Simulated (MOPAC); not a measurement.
Input file for MOPAC: PM3 on CH5AlS (SMILES C[S][AlH2]), a point of a torsion scan.

```
PM3 1SCF PRECISE CHARGE=0 THREADS=1
CH5AlS

C      1.27055813 1     0.18479479 1     0.08370429 1
S      0.23164178 1    -1.11455044 1     0.88613210 1
Al    -1.61164401 1    -0.61305682 1    -0.18121563 1
H      0.90680629 1     0.40376715 1    -0.92027447 1
H      2.27880966 1    -0.21249065 1     0.03021742 1
H      1.25863306 1     1.08052487 1     0.69666452 1
H     -2.90685946 1    -0.17532420 1     0.52149736 1
H     -1.55259525 1    -0.57869587 1    -1.72130602 1
```

Output:

```
*******************************************************************************
 **                                                                           **
 **                              MOPAC v23.2.5                                **
 **                                                                           **
 *******************************************************************************
 ** MOPAC's Digital Object Identifier: https://doi.org/10.5281/zenodo.6511958 **
 **                                                                           **
 ** Please cite the open-source release paper for use of this MOPAC version:  **
 ** J. E. Moussa and J. J. P. Stewart (2026)                                  **
 ** MOPAC: An open-source semiempirical molecular orbital program             **
 ** J. Open Source Softw., 11(119), 8025, https://doi.org/10.21105/joss.08025 **
 *******************************************************************************

                              PM3 CALCULATION RESULTS

 *******************************************************************************
 *  PM3        - The PM3 Hamiltonian to be used
 *
 *
 *
 *                 CHARGE ON SYSTEM = 0
 *
 *
 *
 *  PRECISE    - TIGHTER CRITERIA TO BE USED
 *  1SCF       - DO 1 SCF AND THEN STOP
 *  THREADS=1  - MULTI-THREADING NOT USED
 *  T=         - A TIME OF 172800.0 SECONDS REQUESTED
 *  DUMP=N     - RESTART FILE WRITTEN EVERY 7200.0 SECONDS REQUESTED
 *******************************************************************************
PM3 1SCF PRECISE CHARGE=0 THREADS=1
 CH5AlS

   ATOM   CHEMICAL          X               Y               Z
  NUMBER   SYMBOL      (ANGSTROMS)     (ANGSTROMS)     (ANGSTROMS)

     1       C          1.27055813  *   0.18479479  *   0.08370429  *
     2       S          0.23164178  *  -1.11455044  *   0.88613210  *
     3      Al         -1.61164401  *  -0.61305682  *  -0.18121563  *
     4       H          0.90680629  *   0.40376715  *  -0.92027447  *
     5       H          2.27880966  *  -0.21249065  *   0.03021742  *
     6       H          1.25863306  *   1.08052487  *   0.69666452  *
     7       H         -2.90685946  *  -0.17532420  *   0.52149736  *
     8       H         -1.55259525  *  -0.57869587  *  -1.72130602  *



          CARTESIAN COORDINATES

    NO.       ATOM           X           Y           Z

     1         C          1.2706      0.1848      0.0837
     2         S          0.2316     -1.1146      0.8861
     3        Al         -1.6116     -0.6131     -0.1812
     4         H          0.9068      0.4038     -0.9203
     5         H          2.2788     -0.2125      0.0302
     6         H          1.2586      1.0805      0.6967
     7         H         -2.9069     -0.1753      0.5215
     8         H         -1.5526     -0.5787     -1.7213

  H: (PM3): J. J. P. STEWART, J. COMP. CHEM. 10, 209 (1989).
  C: (PM3): J. J. P. STEWART, J. COMP. CHEM. 10, 209 (1989).
 Al: (PM3): J. J. P. STEWART, J. COMP. CHEM. 10, 209 (1989).
  S: (PM3): J. J. P. STEWART, J. COMP. CHEM. 10, 209 (1989).

           Empirical Formula: C H5 S Al  =     8 atoms



      MOLECULAR POINT GROUP   :   C1


      RHF CALCULATION, NO. OF DOUBLY OCCUPIED LEVELS = 9


 -------------------------------------------------------------------------------
 PM3 1SCF PRECISE CHARGE=0 THREADS=1
 CH5AlS



     1SCF WAS SPECIFIED, SO BFGS WAS NOT USED
     SCF FIELD WAS ACHIEVED


                              PM3 CALCULATION
                                                       MOPAC v23.2.5 Linux




          FINAL HEAT OF FORMATION =         59.47385 KCAL/MOL =     248.83858 KJ/MOL


          COSMO AREA              =        118.77 SQUARE ANGSTROMS
          COSMO VOLUME            =        109.04 CUBIC ANGSTROMS

          IONIZATION POTENTIAL    =          9.349631 EV
          HOMO LUMO ENERGIES (EV) =         -9.350 -2.903
          NO. OF FILLED LEVELS    =          9
          MOLECULAR WEIGHT        =         76.0920         POINT GROUP:  C1

          MOLECULAR DIMENSIONS (Angstroms)

            Atom       Atom       Distance
            H     7    H     5     5.20902
            H     8    H     6     3.15523
            H     4    S     2     2.21327


          SCF CALCULATIONS        =          1





   ATOM   CHEMICAL          X               Y               Z
  NUMBER   SYMBOL      (ANGSTROMS)     (ANGSTROMS)     (ANGSTROMS)

     1       C          1.27055813  *   0.18479479  *   0.08370429  *
     2       S          0.23164178  *  -1.11455044  *   0.88613210  *
     3      Al         -1.61164401  *  -0.61305682  *  -0.18121563  *
     4       H          0.90680629  *   0.40376715  *  -0.92027447  *
     5       H          2.27880966  *  -0.21249065  *   0.03021742  *
     6       H          1.25863306  *   1.08052487  *   0.69666452  *
     7       H         -2.90685946  *  -0.17532420  *   0.52149736  *
     8       H         -1.55259525  *  -0.57869587  *  -1.72130602  *

                             CARTESIAN COORDINATES

   1    C        1.270558130     0.184794790     0.083704290
   2    S        0.231641780    -1.114550440     0.886132100
   3   Al       -1.611644010    -0.613056820    -0.181215630
   4    H        0.906806290     0.403767150    -0.920274470
   5    H        2.278809660    -0.212490650     0.030217420
   6    H        1.258633060     1.080524870     0.696664520
   7    H       -2.906859460    -0.175324200     0.521497360
   8    H       -1.552595250    -0.578695870    -1.721306020


           Empirical Formula: C H5 S Al  =     8 atoms



      MOLECULAR POINT GROUP   :   C1


                  EIGENVALUES
 -32.17833 -22.67836 -15.50789 -15.20575 -13.46042 -12.42536 -11.92337 -10.69513
  -9.34963  -2.90307  -1.42027   0.40234   0.64341   2.85138   3.37785   3.60875
   3.69298


              NET ATOMIC CHARGES AND DIPOLE CONTRIBUTIONS

  ATOM NO.   TYPE          CHARGE      No. of ELECS.   s-Pop       p-Pop
    1          C          -0.147831        4.1478     1.14286     3.00497
    2          S          -0.211551        6.2116     1.92127     4.29028
    3         Al           0.449921        2.5501     0.48019     2.06989
    4          H           0.064349        0.9357     0.93565
    5          H           0.081322        0.9187     0.91868
    6          H           0.072257        0.9277     0.92774
    7          H          -0.148156        1.1482     1.14816
    8          H          -0.160311        1.1603     1.16031
 DIPOLE           X         Y         Z       TOTAL
 POINT-CHG.     0.251     0.664    -0.428     0.829
 HYBRID         0.184     0.575    -0.743     0.957
 SUM            0.435     1.239    -1.171     1.759


          ATOMIC ORBITAL ELECTRON POPULATIONS

     Atom    s        px        py        pz
    1  C   1.14286   1.01579   0.97580   1.01338
    2  S   1.92127   1.30004   1.39825   1.59198
    3 Al   0.48019   0.85609   0.26092   0.95288
    4  H   0.93565
    5  H   0.91868
    6  H   0.92774
    7  H   1.14816
    8  H   1.16031

 **********************
 *                    *
 * JOB ENDED NORMALLY *
 *                    *
 **********************




 == MOPAC DONE ==
```

The run finished.

Cost: very roughly 0.03 core-seconds.
